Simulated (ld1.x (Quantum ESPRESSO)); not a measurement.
## What one change does to a pseudopotential (N, TM)

```
Element                 : N
Generator               : ld1.x (Quantum ESPRESSO) 7.5
Type                    : norm-conserving Troullier–Martins (Kleinman–Bylander form)
Functional              : PBE
Relativity              : scalar-relativistic
Frozen core             : [He]
Valence charge          : 5
Reference configuration : 2s2 2p1.5 (charge +1.5)
Partial waves           : 2s (bound): rc 0.85 bohr; 2p (bound): rc 2.30 bohr; 3d channel at 0.3 Ry: rc 1.80 bohr
Local potential         : all-electron potential smoothed inside 1.30 bohr (lloc = -1)
Core correction         : none
```

Change: all radii scaled by about 1.29 (s 1.10, p 2.96, d 2.32 bohr); local potential all-electron potential smoothed inside 1.68 bohr (lloc = -1).

Cutoffs: the cutoffs (Ry, on a coarse ladder) from which the occupation-weighted sum of valence levels, in a spherical-Bessel basis at the reference potential, stays within 10 and 1 mRy of its value at 400 Ry; they do not see the model core or the augmentation charge, which bear on the density cutoff. Errors are all-electron minus pseudo energies relative to the spin-unpolarised reference configuration.

Q: How do hardness, ghosts and transferability respond?

A: The potential gets softer (55 Ry and 140 Ry → 50 Ry and 110 Ry); the number of tests that count goes from 7 to 6; of the 6 tests that both files solve, the error grows in 6 and shrinks in 0 by more than 15 % and 0.3 meV (median size 193.8 → 508.5 meV); neither file shows a bound ghost at the reference potential, the only one tested. A larger radius leaves more room for a smooth pseudo-wave, so fewer plane waves are needed. More of the atom is replaced by a form fitted at one configuration, so other configurations suffer.

```csv
quantity,base,changed
"cutoff, loose",55 Ry,50 Ry
"cutoff, tight",140 Ry,110 Ry
loose cutoff by channel (10 mRy a level),"s 50 Ry, p 25 Ry","s 40 Ry, p 18 Ry"
bound ghosts,none,none
"tests counted (converged, no solver errors)",7 of 7,6 of 7
"error for 2s2 2p3, meV [ΔE -25.91 eV]",+238,+639
"error for 2s2 2p2, meV [ΔE -12.32 eV]",+51,+121
"error for 2s2 2p1, meV [ΔE 16.53 eV]",+84,+178
"error for 2s1 2p0, meV [ΔE 141.43 eV]",+2213,+4124
"error for 2s2 2p0, meV [ΔE 63.61 eV]",+1142,+2194
"error for 2s2 2p2.5, meV [ΔE -20.82 eV]",+150,+378
```

Changed file: Tests not counted: 2s0 2p5 (solver errors, printed error -195 eV).
